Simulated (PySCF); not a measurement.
Isomers of C5H3OP.

All values: PBE0/pcSseg-1 (PySCF) at GFN2-xTB geometries, gas phase, one conformer each.

**Question.** Rank by LUMO energy, lowest first.
A. `C#Cc1cpco1`
B. `C#Cc1occp1`
C. `P#Cc1ccco1`

**Answer.** C (-1.91 eV), B (-1.74 eV), A (-1.32 eV).

**Question.** Rank by the highest IAO charge on any atom, highest value first.
A. `C#Cc1occp1`
B. `P#Cc1ccco1`
C. `C#CC1=CP=CO1`
D. `o1ccc(C#P)c1`

**Answer.** A (+0.330 e), C (+0.310 e), B (+0.237 e), D (+0.210 e).

**Question.** Rank by dipole moment, highest first.
A. `P#CC1=CC=CO1`
B. `C#Cc1occp1`
C. `P#Cc1ccoc1`
D. `o1cpcc1C#C`

**Answer.** A (2.30 D), C (1.56 D), B (1.14 D), D (0.78 D).

All values together:

| SMILES | μ (D) | HOMO (eV) | LUMO (eV) | lowest IAO charge (e) | highest IAO charge (e) | lowest Hirshfeld charge (e) | highest Hirshfeld charge (e) |
| --- | --- | --- | --- | --- | --- | --- | --- |
| P#Cc1ccoc1 | 1.56 | -6.68 | -1.65 | -0.299 (C) | +0.210 (P) | -0.103 (C) | +0.073 (H) |
| C#Cc1cpco1 | 0.78 | -6.84 | -1.32 | -0.408 (C) | +0.310 (P) | -0.129 (C) | +0.100 (H) |
| P#Cc1ccco1 | 2.30 | -6.44 | -1.91 | -0.320 (C) | +0.237 (P) | -0.118 (C) | +0.072 (H) |
| C#Cc1occp1 | 1.14 | -6.66 | -1.74 | -0.429 (C) | +0.330 (P) | -0.140 (C) | +0.099 (H) |
